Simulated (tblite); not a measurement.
Species: C5H11PSi.
Numbering: `[CH2:1]=[CH:2][Si:3]1([PH2:4])[CH2:5][CH2:6][CH2:7]1` (hydrogens: H8, H9 on C1; H10 on C2; H11, H12 on P4; H13, H14 on C5; H15, H16 on C6; H17, H18 on C7)

Computed with GFN2-xTB (tblite), gas phase: L-BFGS steps from a force-field or distance-geometry start until the largest atomic force falls under 0.01 eV/Å.

The end geometry, which sets the zero of energy:
```
atom  x, y, z in Å
C1      2.4005    1.4251   -0.8281
C2      1.5764    0.3973   -0.9538
Si3    -0.1059    0.2703   -0.0901
P4     -0.6603    2.0416    1.1904
C5     -1.4963   -0.4347   -1.2109
C6     -1.3358   -1.8173   -0.5599
C7     -0.4689   -1.4600    0.6574
H8      2.1527    2.2734   -0.2078
H9      3.3538    1.4767   -1.3314
H10     1.8712   -0.4304   -1.5877
H11     0.5669    2.0787    1.8268
H12    -0.2656    2.9644    0.2392
H13    -1.3465   -0.4339   -2.2869
H14    -2.4749   -0.0040   -1.0120
H15    -2.2833   -2.2841   -0.2942
H16    -0.8008   -2.4947   -1.2237
H17     0.3609   -2.1413    0.8222
H18    -1.0529   -1.4207    1.5741
```

Problem. These geometries come from the run, each turned onto the end geometry. Order them by energy, lowest first.
A.
```
atom  x, y, z in Å
C1      2.6753    0.7838   -0.4671
C2      1.5860    0.7938   -1.2168
Si3    -0.0685    0.4437   -0.3607
P4     -0.8791    1.8101    1.2534
C5     -1.4435   -0.5003   -1.3289
C6     -1.4549   -1.5605   -0.2180
C7     -0.0616   -1.3211    0.3811
H8      2.5900    0.6283    0.5903
H9      3.6741    0.9212   -0.8359
H10     1.6765    0.9210   -2.2852
H11     0.0702    2.8105    1.1977
H12    -1.7371    2.5580    0.4751
H13    -1.1033   -0.9288   -2.2696
H14    -2.4006   -0.0294   -1.5197
H15    -2.2197   -1.3267    0.5231
H16    -1.6100   -2.5790   -0.5668
H17     0.6871   -1.9602   -0.0826
H18     0.0103   -1.4581    1.4543
```
B.
```
atom  x, y, z in Å
C1      2.6362    0.7497   -0.4352
C2      1.5702    0.7372   -1.2191
Si3    -0.0567    0.4230   -0.3955
P4     -0.8086    1.8902    1.1082
C5     -1.4121   -0.5241   -1.3459
C6     -1.4669   -1.5840   -0.2253
C7     -0.0476   -1.3357    0.3532
H8      2.5345    0.5937    0.6217
H9      3.6096    0.9239   -0.8400
H10     1.6587    0.8885   -2.2716
H11     0.1667    2.8653    1.3887
H12    -1.9027    2.5388    0.5177
H13    -1.0796   -1.0157   -2.2538
H14    -2.2784    0.0653   -1.4685
H15    -2.2239   -1.3360    0.5203
H16    -1.6528   -2.5843   -0.5913
H17     0.7175   -1.9239   -0.1496
H18     0.0270   -1.3654    1.4098
```
C.
```
atom  x, y, z in Å
C1      2.5123    1.2499   -0.7161
C2      1.4907    0.4944   -1.0894
Si3    -0.1350    0.3196   -0.1212
P4     -0.7436    2.0727    1.1652
C5     -1.5167   -0.4615   -1.1982
C6     -1.2632   -1.8264   -0.5412
C7     -0.4431   -1.3983    0.6845
H8      2.4929    1.8199    0.2029
H9      3.4204    1.3361   -1.2960
H10     1.5713   -0.0556   -2.0224
H11     0.5116    2.2161    1.7234
H12    -0.4851    3.0042    0.1749
H13    -1.4039   -0.4642   -2.2784
H14    -2.5109   -0.0868   -0.9660
H15    -2.1760   -2.3646   -0.2938
H16    -0.6644   -2.4631   -1.1894
H17     0.3958   -2.0494    0.9082
H18    -1.0619   -1.3366    1.5768
```
D.
```
atom  x, y, z in Å
C1      2.4414    1.3639   -0.8084
C2      1.5488    0.4038   -0.9915
Si3    -0.1120    0.2923   -0.0917
P4     -0.7207    2.0641    1.1588
C5     -1.5048   -0.4318   -1.1932
C6     -1.2913   -1.8171   -0.5655
C7     -0.4585   -1.4362    0.6695
H8      2.2867    2.1533   -0.0863
H9      3.3690    1.4028   -1.3586
H10     1.7562   -0.3670   -1.7264
H11     0.4780    2.1176    1.8441
H12    -0.3004    2.9856    0.2188
H13    -1.3908   -0.4127   -2.2728
H14    -2.4869   -0.0312   -0.9513
H15    -2.2204   -2.3354   -0.3299
H16    -0.7108   -2.4530   -1.2332
H17     0.3745   -2.1047    0.8704
H18    -1.0669   -1.3879    1.5708
```
E.
```
atom  x, y, z in Å
C1      2.7288    0.9275   -0.4739
C2      1.5640    0.8397   -1.0956
Si3    -0.0287    0.3159   -0.2210
P4     -0.8302    1.8875    1.1982
C5     -1.4137   -0.4940   -1.2745
C6     -1.4873   -1.6592   -0.2738
C7     -0.1672   -1.4592    0.4902
H8      2.8368    0.6684    0.5672
H9      3.6267    1.2640   -0.9686
H10     1.5021    1.1193   -2.1401
H11     0.2272    2.7601    1.0105
H12    -1.5821    2.5023    0.2114
H13    -1.0785   -0.8263   -2.2541
H14    -2.3544    0.0354   -1.4063
H15    -2.3317   -1.5239    0.4011
H16    -1.5767   -2.6354   -0.7485
H17     0.6122   -2.1296    0.1364
H18    -0.2563   -1.5863    1.5652
```

Solution. D (0.006 eV), C (0.025 eV), E (0.070 eV), A (0.185 eV), B (0.709 eV).

In the order of the answer:

```json
{"step": "167", "E above end (eV)": "0.006", "largest force (eV/Å)": "0.07", "rms force component (eV/Å)": "0.022", "rms distance from end (Å)": "0.091", "rms bond change (Å)": "0.001", "bond most changed (Å)": "C2–Si3 -0.003"}
{"step": "154", "E above end (eV)": "0.025", "largest force (eV/Å)": "0.08", "rms force component (eV/Å)": "0.027", "rms distance from end (Å)": "0.260", "rms bond change (Å)": "0.002", "bond most changed (Å)": "C2–Si3 +0.005"}
{"step": "48", "E above end (eV)": "0.070", "largest force (eV/Å)": "0.05", "rms force component (eV/Å)": "0.016", "rms distance from end (Å)": "0.897", "rms bond change (Å)": "0.003", "bond most changed (Å)": "Si3–P4 +0.009"}
{"step": "10", "E above end (eV)": "0.185", "largest force (eV/Å)": "0.27", "rms force component (eV/Å)": "0.082", "rms distance from end (Å)": "0.972", "rms bond change (Å)": "0.004", "bond most changed (Å)": "Si3–P4 +0.010"}
{"step": "2", "E above end (eV)": "0.709", "largest force (eV/Å)": "1.37", "rms force component (eV/Å)": "0.425", "rms distance from end (Å)": "0.990", "rms bond change (Å)": "0.019", "bond most changed (Å)": "C2–Si3 -0.045"}
```

The cost below is that of the whole relaxation. Hardware: one thread, Arm Neoverse N1 (aarch64), no GPU, on a shared host. Cost: 2.9 s.
